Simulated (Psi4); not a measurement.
C4H7 (SMILES [CH]=C(C)C), doublet, at a GFN2-xTB geometry. Base run: SVWN/STO-3G (Psi4).

Here is a job for Psi4.
```
memory 2 GB

molecule mol {
0 2
  C    -0.015834    0.011528    1.498949
  C    -0.002228    0.023745    0.204928
  H    -0.022239   -0.691296    2.297869
  C     0.002694    1.291620   -0.607338
  H    -0.006628    2.164020    0.039428
  H     0.890909    1.327606   -1.236937
  H    -0.872242    1.322545   -1.255524
  C     0.010334   -1.241613   -0.642200
  H     0.006297   -2.130183   -0.017263
  H    -0.867356   -1.254725   -1.286123
  H     0.901464   -1.249647   -1.267477
}

set basis sto-3g
set reference uks

energy('svwn')
print_variables()
```

The base run was repeated with changes; each row names its change, and settings that it needs were set with it.

```csv
change,ΔE vs base (mEh),SCF cycles,grid points,basis functions
base,0.000,8,234152,27
dft_radial_points = 50,0.001,8,158443,27
e_convergence = 1e-10,0.000,10,234152,27
df_basis_scf = def2-universal-jkfit,0.000,8,234152,27
scf_type = dfdirj+link,0.000,8,234152,27
damping_percentage = 20,0.000,17,234152,27
dft_radial_scheme = becke,0.000,8,205958,27
df_basis_scf = cc-pvtz-jkfit,1.084,8,234152,27
df_basis_scf = cc-pvqz-jkfit,1.154,8,234152,27
d_convergence = 1e-8,0.000,12,234152,27
scf_type = disk_df,0.000,8,234152,27
guess = modhuckel,0.000,12,234152,27
dft_spherical_points = 194,-0.036,8,150402,27
```

Open shells are given as the SCF converged; they aren't shown to be the lowest states, and a large step between rows can be another state.
